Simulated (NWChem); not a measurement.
The numbers come from NWChem runs, not from measurements. System: C$_{4}$H$_{5}$Si, charge 0, spin multiplicity 2, displaced from the optimised geometry. The structure started from a generated list of species. Its SCF solution wasn't tested for a lower state. Level: UB3LYP/def2-SVP, VWN1-RPA local correlation.

Input file:

```
start mol
memory heap 200 mb stack 900 mb global 1100 mb
geometry units angstroms nocenter noautoz
  C      0.985429    -1.156802     0.000000
  C     -0.345944    -1.417193     0.000000
  Si    -1.113807     0.360496     0.000000
  C      0.603255     1.231744     0.000000
  C      1.555504     0.230105     0.000000
  H     -0.829290    -2.421181     0.000000
  H     -1.948573     0.666443     1.236747
  H     -1.948573     0.666443    -1.236747
  H      0.870833     2.314338     0.000000
  H      2.659439     0.399893     0.000000
  symmetry group Cs
end
basis spherical
  * library def2-svp
end
dft
  xc b3lyp
  odft
  mult 2
  semidirect memsize 60000000 filesize 0
  iterations 100
  vectors input hcore
end
task dft gradient
```

Output (cleaned and shortened):

```
             Northwest Computational Chemistry Package (NWChem) 7.3.0
             --------------------------------------------------------

                                NWChem Input Module
                                -------------------

 Scaling coordinates for geometry "geometry" by  1.889725989
 (inverse scale =  0.529177249)

 Turning off AUTOSYM since
 SYMMETRY directive was detected!

                             Geometry "geometry" -> ""
                             -------------------------

 Output coordinates in angstroms (scale by  1.889725989 to convert to a.u.)

  No.       Tag          Charge          X              Y              Z
 ---- ---------------- ---------- -------------- -------------- --------------
    1 C                    6.0000     0.98542900    -1.15680200     0.00000000
    2 C                    6.0000    -0.34594400    -1.41719300     0.00000000
    3 Si                  14.0000    -1.11380700     0.36049600     0.00000000
    4 C                    6.0000     0.60325500     1.23174400     0.00000000
    5 C                    6.0000     1.55550400     0.23010500     0.00000000
    6 H                    1.0000    -0.82929000    -2.42118100     0.00000000
    7 H                    1.0000    -1.94857300     0.66644300     1.23674700
    8 H                    1.0000    -1.94857300     0.66644300    -1.23674700
    9 H                    1.0000     0.87083300     2.31433800     0.00000000
   10 H                    1.0000     2.65943900     0.39989300     0.00000000

 Effective nuclear repulsion energy (a.u.)     187.4297191236

            Nuclear Dipole moment (a.u.)
            ----------------------------
        X                 Y               Z
 ---------------- ---------------- ----------------
     0.0000037795     0.0000075589     0.0000000000

      Symmetry information
      --------------------

 Group name             Cs
 Group number              2
 Group order               2
 No. of unique centers     9

      Symmetry unique atoms

     1    2    3    4    5    6    7    9   10


 Summary of "ao basis" -> "" (spherical)
 ------------------------------------------------------------------------------
       Tag                 Description            Shells   Functions and Types
 ---------------- ------------------------------  ------  ---------------------
 *                          def2-svp                  on all atoms

                                 NWChem DFT Module
                                 -----------------

 Summary of "ao basis" -> "ao basis" (spherical)
 ------------------------------------------------------------------------------
       Tag                 Description            Shells   Functions and Types
 ---------------- ------------------------------  ------  ---------------------
 C                          def2-svp                 6       14   3s2p1d
 Si                         def2-svp                 8       18   4s3p1d
 H                          def2-svp                 3        5   2s1p

 Summary of "ao basis" -> "ao basis" (spherical)
 ------------------------------------------------------------------------------
       Tag                 Description            Shells   Functions and Types
 ---------------- ------------------------------  ------  ---------------------
 C                          def2-svp                 6       14   3s2p1d
 Si                         def2-svp                 8       18   4s3p1d
 H                          def2-svp                 3        5   2s1p
[...]
    beta     71     72     73     74     75     76     77     78     80     79
 overlap   0.766  1.000  0.998  0.991  0.996  0.996  0.997  0.986  0.993  0.996

   alpha     81     82     83     84     85     86     87     88     89     90
    beta     81     82     83     84     85     86     87     88     89     90
 overlap   0.996  0.998  1.000  0.999  0.991  0.977  0.982  1.000  0.998  0.997

   alpha     91     92     93     94     95     96     97     98     99
    beta     91     92     93     94     95     96     97     98     99
 overlap   0.997  0.999  0.999  0.998  0.997  0.998  0.996  0.995  1.000

     --------------------------
     Expectation value of S2:
     --------------------------
      <S2> =      0.7635 (Exact =     0.7500)

 center of mass
 --------------
 x =   0.02828204 y =  -0.03782252 z =   0.00000000

 moments of inertia (a.u.)
 ------------------
         278.721815316687          11.728821812085           0.000000000000
          11.728821812085         358.898499996317           0.000000000000
           0.000000000000           0.000000000000         615.600963967310

     Multipole analysis of the density
     ---------------------------------

     L   x y z        total         alpha         beta         nuclear
     -   - - -        -----         -----         ----         -------
     0   0 0 0      0.000000    -22.000000    -21.000000     43.000000

     1   1 0 0     -0.066294     -1.008557      0.942259      0.000004
     1   0 1 0      0.291896      1.228209     -0.936320      0.000008
     1   0 0 1      0.000000     -0.000000      0.000000      0.000000

     2   2 0 0    -26.685737   -118.018356   -111.239671    202.572290
     2   1 1 0      1.690347      4.560755     -1.356476     -1.513932
     2   1 0 1      0.000000      0.000000      0.000000      0.000000
     2   0 2 0    -27.179612    -95.500041    -87.329761    155.650190
     2   0 1 1     -0.000000     -0.000000     -0.000000      0.000000
     2   0 0 2    -30.085341    -20.899778    -20.109756     10.924194

            General Information
            -------------------
          SCF calculation type: DFT
          Wavefunction type:  spin polarized.
          No. of atoms     :    10
          No. of electrons :    43
           Alpha electrons :    22
            Beta electrons :    21
          Charge           :     0
          Spin multiplicity:     2
          Use of symmetry is: on ; symmetry adaption is: on
          Maximum number of iterations: 100
          AO basis - number of functions:    99
                     number of shells:    47
          Convergence on energy requested:  1.00D-06
          Convergence on density requested:  1.00D-05
          Convergence on gradient requested:  5.00D-04

              XC Information
              --------------
                         B3LYP Method XC Potential
                     Hartree-Fock (Exact) Exchange  0.200
                        Slater Exchange Functional  0.800 local
                    Becke 1988 Exchange Functional  0.720 non-local
              Lee-Yang-Parr Correlation Functional  0.810
                  VWN I RPA Correlation Functional  0.190 local

             Grid Information
             ----------------
          Grid used for XC integration:  medium
          Radial quadrature: Mura-Knowles
          Angular quadrature: Lebedev.
          Tag              B.-S. Rad. Rad. Pts. Rad. Cut. Ang. Pts.
          ---              ---------- --------- --------- ---------
          C                   0.70       49          11.0       434
          Si                  1.10       88          10.0       590
          H                   0.35       45          12.0       434
          Grid pruning is: on
          Number of quadrature shells:   464
          Spatial weights used:  Erf1

          Convergence Information
          -----------------------
          Convergence aids based upon iterative change in
          total energy or number of iterations.
          Levelshifting, if invoked, occurs when the
          HOMO/LUMO gap drops below (HL_TOL):  1.00D-02
          DIIS, if invoked, will attempt to extrapolate
          using up to (NFOCK): 10 stored Fock matrices.

                    Damping( 0%)  Levelshifting(0.5)       DIIS
                  --------------- ------------------- ---------------
          dE  on:    start            ASAP                start
          dE off:    2 iters        100 iters           100 iters

      Screening Tolerance Information
      -------------------------------
          Density screening/tol_rho:  1.00D-10
          AO Gaussian exp screening on grid/accAOfunc:  14
          CD Gaussian exp screening on grid/accCDfunc:  20
          XC Gaussian exp screening on grid/accXCfunc:  20
          Schwarz screening/accCoul:  1.00D-08

                            NWChem DFT Gradient Module
                            --------------------------

  charge          =   0.00
  wavefunction    = open shell

  Using symmetry

                         DFT ENERGY GRADIENTS

    atom               coordinates                        gradient
                 x          y          z           x          y          z
   1 C       1.862191  -2.186039   0.000000    0.021261  -0.010691   0.000000
   2 C      -0.653739  -2.678106   0.000000   -0.018135  -0.005739   0.000000
   3 Si     -2.104790   0.681239   0.000000   -0.005005   0.001429   0.000000
   4 C       1.139987   2.327659   0.000000   -0.011599   0.013899   0.000000
   5 C       2.939476   0.434835   0.000000    0.013729  -0.006306   0.000000
   6 H      -1.567131  -4.575369   0.000000   -0.006565  -0.012894   0.000000
   7 H      -3.682269   1.259395   2.337113   -0.005602   0.002010   0.008078
   8 H      -3.682269   1.259395  -2.337113   -0.005602   0.002010  -0.008078
   9 H       1.645636   4.373465   0.000000    0.003341   0.013744   0.000000
  10 H       5.025611   0.755688   0.000000    0.014177   0.002538   0.000000

                 ----------------------------------------
                 |  Time  |  1-e(secs)   |  2-e(secs)   |
                 ----------------------------------------
                 |  CPU   |       0.01   |       1.23   |
                 ----------------------------------------
                 |  WALL  |       0.01   |       1.23   |
                 ----------------------------------------

 Task  times  cpu:        8.9s     wall:        8.9s

 Total times  cpu:        8.9s     wall:        8.9s
```
